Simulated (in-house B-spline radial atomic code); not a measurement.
Atomic self-consistent-field run: Cs²⁺ (an excited or competing configuration). Level of theory: scalar-relativistic (X2C) BHandHLYP, spin-polarised, spherical fractional occupations, Fermi nucleus of rms radius 4.8041 fm; calculated with a B-spline radial code for spherical atoms.

Command:
```bash
python run_scf.py task.json out
```
Settings (nuclear radius in fm, mass in u):
```
Z                55
configuration    [Ar] 3d9 4s2 4p6 4d10 5s2 5p6
hamiltonian      x2c
method           bhandhlyp
spin_polarised   True
nucleus          fermi
rms_radius       4.8041
atomic_mass      132.90545
speed_of_light   137.035999084
```

Output (hartree, bohr):
```
 radial grid: 79 intervals, B-splines of order 8, outer radius 53.7037 bohr

 iter        energy (Eh)    residual
    1       -7747.717800    5.29e-01
    2       -7754.113386    4.52e-01
    3       -7757.971535    8.03e-02
    4       -7758.157951    2.07e-02
    5       -7758.165273    9.77e-03
    6       -7758.167776    6.40e-04
    7       -7758.167785    2.16e-04
    8       -7758.167786    1.69e-05
    9       -7758.167786    6.40e-07
   10       -7758.167786    3.75e-08

 total energy                     -7758.16779
 kinetic                            8266.0377
 electron-nucleus                 -18796.6211
 Hartree                            2963.5112
 exact exchange                      -93.6665
 exchange-correlation                -97.4291

 orbital      occ     eigenvalue          <r>       <r^2>       <1/r>       r_max
 1s up      1.000     -1323.5047     0.025476 0.000890541     62.6265     0.01603
 1s down    1.000     -1323.5021    0.0254758 0.000890524     62.6267     0.01603
 2s up      1.000      -211.8366     0.111481    0.014723     14.3078     0.09472
 2s down    1.000      -211.6908     0.111436   0.0147106     14.3142      0.0947
 2p up      3.000      -190.3594    0.0978761   0.0117088     13.0782     0.07585
 2p down    3.000      -190.2257    0.0978172   0.0116931     13.0843     0.07583
 3s up      1.000       -46.3911     0.296199    0.100366     5.11683      0.2713
 3s down    1.000       -46.2072     0.296459    0.100539     5.10917      0.2713
 3p up      3.000       -39.3861     0.293759     0.10011     4.74913      0.2651
 3p down    3.000       -39.1698     0.294127    0.100356     4.74042      0.2652
 3d up      5.000       -29.1364     0.269869   0.0858195     4.47235      0.2186
 3d down    4.000       -28.6563     0.270669   0.0863779     4.46181       0.219
 4s up      1.000        -9.8829     0.682541    0.525378     2.08703      0.6339
 4s down    1.000        -9.8596     0.683342    0.526621     2.08418      0.6346
 4p up      3.000        -7.5439     0.722413    0.593077     1.90443      0.6612
 4p down    3.000        -7.5214     0.723471    0.594844      1.9016      0.6621
 4d up      5.000        -4.0588      0.80364    0.749122     1.64314      0.7003
 4d down    5.000        -4.0332     0.805964    0.753679     1.64014      0.7025
 5s up      1.000        -1.8548      1.65982     3.09164    0.795035       1.491
 5s down    1.000        -1.8514      1.66175     3.09893    0.794133       1.493
 5p up      3.000        -1.2404      1.91075     4.12318    0.678866       1.678
 5p down    3.000        -1.2377      1.91361     4.13563    0.677905       1.681

 Slater integrals (Eh)
   F0(3d up,3d up)               3.361586
   F2(3d up,3d up)               1.695956
   F4(3d up,3d up)               1.087000
   F0(3d up,3d down)             3.356777
   F2(3d up,3d down)             1.692893
   F4(3d up,3d down)             1.084883
   F0(3d up,5p up)               0.638193
   F2(3d up,5p up)               0.058646
   G1(3d up,5p up)               0.015061
   G3(3d up,5p up)               0.015478
   F0(3d up,5p down)             0.637336
   F2(3d up,5p down)             0.058518
   F0(3d down,3d down)           3.351985
   F2(3d down,3d down)           1.689854
   F4(3d down,3d down)           1.082785
   F0(3d down,5p up)             0.638109
   F2(3d down,5p up)             0.058805
   F0(3d down,5p down)           0.637253
   F2(3d down,5p down)           0.058677
   G1(3d down,5p down)           0.015078
   G3(3d down,5p down)           0.015501
   F0(5p up,5p up)               0.471229
   F2(5p up,5p up)               0.255171
   F0(5p up,5p down)             0.470874
   (list cut)
```

Time taken, with all properties: 0.38 s on 1 thread of Arm Neoverse V1, with other jobs on the host.

Caution: exact exchange at fractional occupations of open shells leaves self-interaction of up to several eV.

One-electron X2C: radii and densities carry no picture-change correction, so inner-shell <1/r> comes out high (for 1s by about 2 % at Z = 33, 5 % at 54, 10 % at 75, 30 % at 118) and <r> low.
